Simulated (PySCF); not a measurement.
PySCF input file for C₄H₇BO, SMILES C#CB(O)CC, TDA-LC-ωPBE/def2-SVPD. Geometry: B3LYP-D3(BJ)/def2-SVP. This is a generated structure with no PubChem entry under its InChIKey; it may be hypothetical. The values are those of a single conformer.

```python
import numpy as np
from pyscf import gto, scf, dft, tdscf

mol = gto.M(
    atom='''
    C     2.15613910   -1.12510111    0.50292061
    C     1.25815857   -0.39169458    0.12905076
    B     0.10914536    0.53001914   -0.34020270
    O     0.39354437    1.78556934   -0.78033044
    C    -1.38885408    0.04529473   -0.35676610
    C    -1.80492396   -0.89198696    0.78419751
    H     2.94612585   -1.77429861    0.83371455
    H     1.33891721    1.98592639   -0.76944762
    H    -1.51881645   -0.47948302   -1.32589205
    H    -2.05155754    0.92601989   -0.41323220
    H    -1.72140417   -0.39391083    1.76419915
    H    -1.16293612   -1.78638048    0.82160727
    H    -2.84752811   -1.23159613    0.67629111
    ''',
    basis='def2-SVPD',
    charge=0,
    spin=0,
    max_memory=1600,
    verbose=4,
)
mf = dft.RKS(mol, xc='lc_wpbe').density_fit(auxbasis='def2-universal-jkfit')
mf.grids.level = 3
mf.conv_tol = 1e-9
mf.max_cycle = 100
mf.kernel()
mf.grids = dft.Grids(mol).set(level=1).build(with_non0tab=True)  # coarser grid for the response kernel
td = tdscf.TDA(mf)
td.singlet = True
td.nstates = 10
td.conv_tol = 1e-4
td.positive_eig_threshold = 1e-6
td.kernel(x0=td.get_init_guess(mf, 15))
td.analyze()
tt = tdscf.TDA(mf)
tt.singlet = False
tt.nstates = 4
tt.conv_tol = 1e-4
tt.positive_eig_threshold = 1e-6
tt.kernel(x0=tt.get_init_guess(mf, 9))
tt.analyze(verbose=3)
```

It prints:

```
PySCF version 2.14.0

[INPUT] verbose = 4
[INPUT] num. atoms = 13
[INPUT] num. electrons = 44
[INPUT] charge = 0
[INPUT] spin (= nelec alpha-beta = 2S) = 0
[INPUT] symmetry False subgroup None
[INPUT] Mole.unit = angstrom
[INPUT] Symbol           X                Y                Z      unit          X                Y                Z       unit  Magmom
[INPUT]  1 C      2.156139100000  -1.125101110000   0.502920610000 AA    4.074512385466  -2.126132960344   0.950382215299 Bohr   0.0
[INPUT]  2 C      1.258158570000  -0.391694580000   0.129050760000 AA    2.377575118574  -0.740195480677   0.243870592567 Bohr   0.0
[INPUT]  3 B      0.109145360000   0.530019140000  -0.340202700000 AA    0.206254838167   1.001591015378  -0.642889929838 Bohr   0.0
[INPUT]  4 O      0.393544370000   1.785569340000  -0.780330440000 AA    0.743691077164   3.374237029020  -1.474610818261 Bohr   0.0
[INPUT]  5 C     -1.388854080000   0.045294730000  -0.356766100000 AA   -2.624553838185   0.085594634586  -0.674190219529 Bohr   0.0
[INPUT]  6 C     -1.804923960000  -0.891986960000   0.784197510000 AA   -3.410811960065  -1.685611061083   1.481918521466 Bohr   0.0
[INPUT]  7 H      2.946125850000  -1.774298610000   0.833714550000 AA    5.567370985001  -3.352938436096   1.575492165565 Bohr   0.0
[INPUT]  8 H      1.338917210000   1.985926390000  -0.769447620000 AA    2.530186830367   3.752856980646  -1.454045268998 Bohr   0.0
[INPUT]  9 H     -1.518816450000  -0.479483020000  -1.325892050000 AA   -2.870147123984  -0.906091589179  -2.505572845238 Bohr   0.0
[INPUT] 10 H     -2.051557540000   0.926019890000  -0.413232200000 AA   -3.876881879386   1.749923978000  -0.780895683851 Bohr   0.0
[INPUT] 11 H     -1.721404170000  -0.393910830000   1.764199150000 AA   -3.252982430984  -0.744383586200   3.333853222690 Bohr   0.0
[INPUT] 12 H     -1.162936120000  -1.786380480000   0.821607270000 AA   -2.197630767164  -3.375769861469   1.552612722252 Bohr   0.0
[INPUT] 13 H     -2.847528110000  -1.231596130000   0.676291110000 AA   -5.381048259900  -2.327379381774   1.278004978378 Bohr   0.0

nuclear repulsion = 193.794502982599
number of shells = 77
number of NR pGTOs = 253
number of NR cGTOs = 179
basis = def2-SVPD
ecp = {}


[settings echo left out]
init E= -257.000002365467
  HOMO = -0.334837275227031  LUMO = -0.0597022509013634  gap/eV = 7.48681
cycle= 1 E= -256.281734390615  delta_E= 0.718  |g|= 0.614  |ddm|= 7.51
  HOMO = -0.351214507251821  LUMO = 0.0540782492234184  gap/eV = 11.02858
cycle= 2 E= -256.297969706767  delta_E= -0.0162  |g|= 0.623  |ddm|= 1.58
  HOMO = -0.398650807526037  LUMO = 0.0432133101756702  gap/eV = 12.02374
cycle= 3 E= -256.366571252492  delta_E= -0.0686  |g|= 0.0612  |ddm|= 0.67
  HOMO = -0.40823545127837  LUMO = 0.0440854954741656  gap/eV = 12.30828
cycle= 4 E= -256.367574933318  delta_E= -0.001  |g|= 0.0203  |ddm|= 0.316
  HOMO = -0.403785143856098  LUMO = 0.0462196892161222  gap/eV = 12.24526
cycle= 5 E= -256.367698366909  delta_E= -0.000123  |g|= 0.00483  |ddm|= 0.101
  HOMO = -0.40417078156207  LUMO = 0.0461564543466153  gap/eV = 12.25403
cycle= 6 E= -256.36770524976  delta_E= -6.88e-06  |g|= 0.00229  |ddm|= 0.0233
  HOMO = -0.40431835767243  LUMO = 0.0460437059826675  gap/eV = 12.25498
cycle= 7 E= -256.367706624531  delta_E= -1.37e-06  |g|= 0.000891  |ddm|= 0.00581
  HOMO = -0.404279888021785  LUMO = 0.0460894840509818  gap/eV = 12.25517
cycle= 8 E= -256.367706898276  delta_E= -2.74e-07  |g|= 0.000235  |ddm|= 0.00264
  HOMO = -0.404247588924682  LUMO = 0.0461104219170401  gap/eV = 12.25487
cycle= 9 E= -256.367706916536  delta_E= -1.83e-08  |g|= 5.85e-05  |ddm|= 0.000765
  HOMO = -0.404253227882807  LUMO = 0.0461117696454365  gap/eV = 12.25506
cycle= 10 E= -256.367706918712  delta_E= -2.18e-09  |g|= 1.45e-05  |ddm|= 0.000213
  HOMO = -0.404253471582668  LUMO = 0.0461111360160205  gap/eV = 12.25505
cycle= 11 E= -256.367706918954  delta_E= -2.42e-10  |g|= 6.01e-06  |ddm|= 5.58e-05
  HOMO = -0.404252898525319  LUMO = 0.0461120036135436  gap/eV = 12.25505
Extra cycle  E= -256.367706918987  delta_E= -3.29e-11  |g|= 3.97e-06  |ddm|= 1.58e-05
converged SCF energy = -256.367706918987
tot grids = 48384
Overwritten attributes  positive_eig_threshold  of <class 'pyscf.tdscf.rks.TDA'>


******** <class 'pyscf.tdscf.rks.TDA'> for <class 'pyscf.df.df_jk.DFRKS'> ********
nstates = 10 singlet
deg_eia_thresh = 1.000e-03
wfnsym = None
conv_tol = 0.0001
eigh lindep = 1e-12
eigh level_shift = 0
eigh max_cycle = 100


Excitation energies (eV)
[5.45423033 6.24675578 6.81866346 6.9311841  8.37368668 8.52957115
 8.54176584 8.89991359 8.92584089 9.08918195]

** Singlet excitation energies and oscillator strengths **
Excited State   1:      5.45423 eV    227.32 nm  f=0.0002
      20 -> 23       -0.17682
      22 -> 23        0.65170
Excited State   2:      6.24676 eV    198.48 nm  f=0.0281
      21 -> 23       -0.54732
      22 -> 24       -0.11588
      22 -> 25        0.24609
      22 -> 27       -0.23057
      22 -> 28        0.10787
Excited State   3:      6.81866 eV    181.83 nm  f=0.0012
      20 -> 23       -0.22711
      21 -> 24        0.18649
      21 -> 25       -0.39652
      21 -> 26        0.16192
      21 -> 27        0.38147
      21 -> 28       -0.17726
      22 -> 23       -0.13358
Excited State   4:      6.93118 eV    178.88 nm  f=0.0027
      17 -> 23        0.14020
      20 -> 23       -0.58894
      21 -> 25        0.16644
      21 -> 27       -0.16058
      22 -> 23       -0.13343
Excited State   5:      8.37369 eV    148.06 nm  f=0.0839
      20 -> 24        0.14322
      22 -> 24       -0.57577
      22 -> 25       -0.15712
      22 -> 26       -0.20147
      22 -> 29       -0.14201
Excited State   6:      8.52957 eV    145.36 nm  f=0.0412
      21 -> 24       -0.58036
      21 -> 25       -0.17042
      21 -> 26       -0.17187
      21 -> 27        0.13027
      21 -> 28       -0.10502
      21 -> 29       -0.15279
Excited State   7:      8.54177 eV    145.15 nm  f=0.0551
      19 -> 23        0.64571
Excited State   8:      8.89991 eV    139.31 nm  f=0.0081
      17 -> 23       -0.18769
      17 -> 24       -0.17189
      18 -> 23       -0.13519
      19 -> 23        0.14742
      20 -> 24        0.52109
      22 -> 24        0.14294
Excited State   9:      8.92584 eV    138.90 nm  f=0.0144
      15 -> 23        0.21880
      16 -> 23       -0.11497
      17 -> 23        0.54176
      20 -> 24        0.20472
      20 -> 25       -0.11111
Excited State  10:      9.08918 eV    136.41 nm  f=0.1211
      18 -> 23       -0.64197
      20 -> 24       -0.14717

** Transition electric dipole moments (AU) **
state          X           Y           Z        Dip. S.      Osc.
  1        -0.0001     -0.0101     -0.0321      0.0011      0.0002
  2        -0.3123      0.2622     -0.1312      0.1834      0.0281
  3        -0.0038      0.0229      0.0813      0.0071      0.0012
  4        -0.0088      0.0202      0.1231      0.0156      0.0027
  5        -0.2469     -0.5606      0.1835      0.4088      0.0839
  6         0.1262     -0.1665     -0.3915      0.1969      0.0412
  7        -0.4148     -0.2988     -0.0448      0.2633      0.0551
  8         0.0551     -0.1707      0.0698      0.0370      0.0081
  9         0.1697      0.1669     -0.0960      0.0659      0.0144
 10         0.0576      0.6540     -0.3361      0.5440      0.1211

** Transition velocity dipole moments (imaginary part, AU) **
state          X           Y           Z        Dip. S.      Osc.
  1        -0.0016      0.0039      0.0057      0.0001      0.0002
  2        -0.0297      0.0140     -0.0074      0.0011      0.0033
  3         0.0011     -0.0026      0.0008      0.0000      0.0000
  4        -0.0019     -0.0122     -0.0040      0.0002      0.0004
  5        -0.1026     -0.1437      0.0417      0.0329      0.0713
  6         0.0345     -0.0486     -0.1202      0.0180      0.0383
  7        -0.1004     -0.0407      0.0268      0.0124      0.0264
  8         0.0358     -0.0549      0.0139      0.0045      0.0091
  9         0.0611      0.0475      0.0159      0.0062      0.0127
 10         0.0200      0.1365     -0.0724      0.0243      0.0484

** Transition magnetic dipole moments (imaginary part, AU) **
state          X           Y           Z
  1        -0.1979      0.2433     -0.1372
  2        -0.0127     -0.0216      0.0040
  3         0.0862     -0.2376      0.0897
  4        -0.2037     -0.4956      0.1750
  5        -0.0228      0.3517      1.0460
  6        -0.5793     -0.6905      0.1650
  7         0.0316     -0.4993     -0.0072
  8         0.0160      0.3225      0.6866
  9        -0.5430      0.1525      0.0461
 10        -0.0284      0.2180     -0.2044


******** <class 'pyscf.tdscf.rks.TDA'> for <class 'pyscf.df.df_jk.DFRKS'> ********
nstates = 4 triplet
deg_eia_thresh = 1.000e-03
wfnsym = None
conv_tol = 0.0001
eigh lindep = 1e-12
eigh level_shift = 0
eigh max_cycle = 100


Excitation energies (eV)
[4.55845839 4.91998164 5.44649485 6.24104439]

** Triplet excitation energies and oscillator strengths **
Excited State   1:      4.55846 eV    271.99 nm  f=0.0000
Excited State   2:      4.91998 eV    252.00 nm  f=0.0000
Excited State   3:      5.44649 eV    227.64 nm  f=0.0000
Excited State   4:      6.24104 eV    198.66 nm  f=0.0000
```

The run converged.

Cost: roughly 4 core-minutes.
